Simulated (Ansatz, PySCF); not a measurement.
ZnBr₂, SMILES [Br][Zn][Br].

The structure is a stationary point at B3LYP-D3(BJ)/def2-SVP. The isomer is the one that the SMILES or the coordinates give; other isomers of the formula were not compared.

Vertical ionisation energy (IE) and electron affinity (EA) in eV. Rows of orbital energies are one-electron estimates. Where ΔSCF, EOM or ADC give a negative EA the extra electron is unbound and the value depends on the basis.

| level | IE | EA |
|---|---|---|
| −ε(HOMO), −ε(LUMO), r2SCAN/def2-TZVPD (PySCF) | 7.66 | 2.54 |
| −ε(HOMO), −ε(LUMO), PBE/def2-TZVPD (PySCF) | 7.35 | 2.82 |
| ΔSCF, PBE0/def2-SVPD (Ansatz), final states of multiplicity 2 and 2 | 10.67 | 0.40 |
| ΔSCF, PBE/def2-SVPD (Ansatz), final states of multiplicity 2 and 2 | [?] | [?] |

Task: Complete the blanks. (Estimate from the structure and the level; the computed values follow.)

Result: 
- ΔSCF, PBE/def2-SVPD (Ansatz, a first-principles code), final states of multiplicity 2 and 2, IE: 10.25
- ΔSCF, PBE/def2-SVPD (Ansatz), final states of multiplicity 2 and 2, EA: 0.51

Task: What vertical singlet–triplet gap does ΔSCF give with PBE0/def2-SVPD (Ansatz) and with PBE/def2-SVPD (Ansatz)? (The exact figures need the calculation; the answer reports its results.)

Result: 5.07 and 4.54 eV (triplet above singlet where positive).
